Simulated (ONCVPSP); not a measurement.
Cutoff test, tungsten, ONCV

```json
{
  "Element": "tungsten (W)",
  "Generator": "ONCVPSP 4.0.1",
  "Type": "optimised norm-conserving Vanderbilt (ONCV)",
  "Functional": "PBE",
  "Relativity": "scalar-relativistic",
  "Frozen core": "[Xe] 4f14",
  "Valence charge": "6",
  "Reference configuration": "5d4 6s1 (charge +1)",
  "Partial waves": "6s: rc 2.30 bohr, ncon 5, nbas 8, qcut 2.9 1/bohr, 2 projectors, debl 2.4 Ha; p scattering state at 0.17 Ha: rc 2.65 bohr, ncon 5, nbas 8, qcut 3.7 1/bohr, 2 projectors, debl 3.4 Ha; 5d: rc 2.85 bohr, ncon 3, nbas 7, qcut 4.8 1/bohr, 3 projectors, debl 3.9 Ha; f scattering state at 0.23 Ha: rc 2.60 bohr, ncon 4, nbas 8, qcut 4.5 1/bohr, 2 projectors, debl 1.6 Ha",
  "Local potential": "polynomial inside 2.20 bohr (lpopt 5, dvloc0 6 Ha)",
  "Core correction": "polynomial model core, fcfact 0.3"
}
```

In the p channel the program set the typed energies aside and used 0.050, 3.450 Ha.

Question: For each optimised wave give the share of its norm inside rc, the residual kinetic energy above qcut (Ha) and the cutoffs (Ha) for errors of 10, 1, 0.1 and 0.01 mHa per electron.

Answer:

```
         wave  norm inside rc  residual KE  10 mHa  1 mHa  0.1 mHa     0.01 mHa
           6s           0.262      6.1e-03     2.5   25.0     31.1         35.0
s projector 2           0.119      6.6e-02     5.1    6.5     18.4         33.4
p projector 1           0.111      9.7e-04     1.0    6.9     24.2         28.6
p projector 2           0.129      8.1e-02     8.7   24.5     34.5         38.7
           5d           0.861      8.5e-06     7.1    8.8     10.3         12.1
d projector 2           0.139      1.2e-03     9.5   12.1     31.3         62.5
d projector 3           0.107      7.8e-02    14.4   38.1     60.7  not reached
f projector 1           0.134      3.8e-05     3.8    6.8      9.2         22.1
f projector 2           0.198      4.2e-03     9.0   14.0     44.4         51.5
```

The occupied waves need 25 Ha and 31 Ha for 1 and 0.1 mHa. Note: no bound ghost flagged; GHOST(+) flagged for s at 29.5 eV, s at 449.4 eV.
